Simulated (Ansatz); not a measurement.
The same molecule with X = B, Al, Ga, In. Ansatz, PBE0-D4/def2-TZVP geometries, multiplicity 1. Each molecule was computed in one conformer, which needn't be the lowest.

Elements past krypton have def2 core potentials. Scalar relativity is left out up to krypton.

| X | molecule | mean X–C bond length / Å | mean X–O bond length / Å | LUMO energy (PBE0/def2-TZVPP) / eV | HOMO energy (PBE/def2-TZVPP) / eV | HOMO–LUMO gap (ωB97M-V/def2-TZVPP) / eV |
| --- | --- | --- | --- | --- | --- | --- |
| B | `CB(O)O` | 1.566 | 1.370 | 0.33 | -7.63 | 13.54 |
| Ga | `[CH3][Ga]([OH])[OH]` | 1.941 | 1.791 | -0.23 | -6.83 | 12.41 |
| In | `[CH3][In]([OH])[OH]` | 2.127 | 1.987 | -0.95 | -6.40 | 11.25 |

Problem. Give the row for X = Al, `[CH3][Al]([OH])[OH]`. (Estimate.)

Solution. Computed: 
```csv
X,molecule,mean X–C bond length / Å,mean X–O bond length / Å,LUMO energy (PBE0/def2-TZVPP) / eV,HOMO energy (PBE/def2-TZVPP) / eV,HOMO–LUMO gap (ωB97M-V/def2-TZVPP) / eV
Al,`[CH3][Al]([OH])[OH]`,1.933,1.698,-0.11,-7.16,12.27
```

From B to In the mean X–C bond length rises at each step, by 0.561 Å in all; the mean X–O bond length rises at each step, by 0.617 Å in all; the LUMO energy (PBE0/def2-TZVPP) falls at each step, by 1.28 eV in all; the HOMO energy (PBE/def2-TZVPP) rises at each step, by 1.23 eV in all; the HOMO–LUMO gap (ωB97M-V/def2-TZVPP) isn't monotonic: highest at B, lowest at In. Bonds lengthen as the atom grows down the group.
